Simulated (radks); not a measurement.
Cd3+, 45 electrons, occupied as [Kr] 4d9. All-electron calculation, scalar-relativistic Kohn-Sham, SCAN, spin-polarised, spherical densities, finite nucleus; open shells are filled with parallel spins first (spin-orbit coupling, left out, can overturn this in heavy ions); meta-GGA in the generalised Kohn-Sham scheme; Fermi nuclear charge, rms radius 4.6087 fm. Program: a radial shooting solver on a logarithmic mesh with Libxc functionals.

Normalised radial functions P(r) = r R(r), r in bohr:

```
   r/bohr * 4d down (the largest magnitude, 0.984, reaches the edge; | marks zero)
 0.004253                             *
 0.004912                             *
 0.005627                             *
 0.006499                             *
 0.007505                             *
 0.008599                             *
  0.00993                             *
  0.01138                             *
  0.01314                             *
  0.01505                             *
  0.01739                             *
  0.01992                             *
    0.023                             *
  0.02635                             *
  0.03044                             |*
  0.03487                             |*
  0.04027                             |*
  0.04651                             | *
  0.05328                             | *
  0.06154                             |  *
   0.0705                             |   *
  0.08142                             |    *
  0.09328                             |     *
   0.1077                             |       *
   0.1234                             |        *
   0.1425                             |          *
   0.1633                             |            *
   0.1886                             |             *
   0.2178                             |             *
   0.2495                             |            *
   0.2882                             |          *
   0.3302                             |       *
   0.3813                             |  *
   0.4369                           * |
   0.5045                    *        |
    0.578              *              |
   0.6675         *                   |
   0.7648     *                       |
   0.8832  *                          |
    1.012  *                          |
    1.169    *                        |
     1.35       *                     |
    1.546          *                  |
    1.786              *              |
    2.046                  *          |
    2.363                      *      |
    2.707                        *    |
    3.126                          *  |
    3.582                            *|
    4.137                            *|
    4.739                             *
    5.473                             *
     6.27                             *
    7.242                             *
```

4d down: eigenvalue -45.583 eV, 1 radial node at r = 0.416 bohr, <r> = 1.20 bohr, 90 % of the charge inside 1.86 bohr.
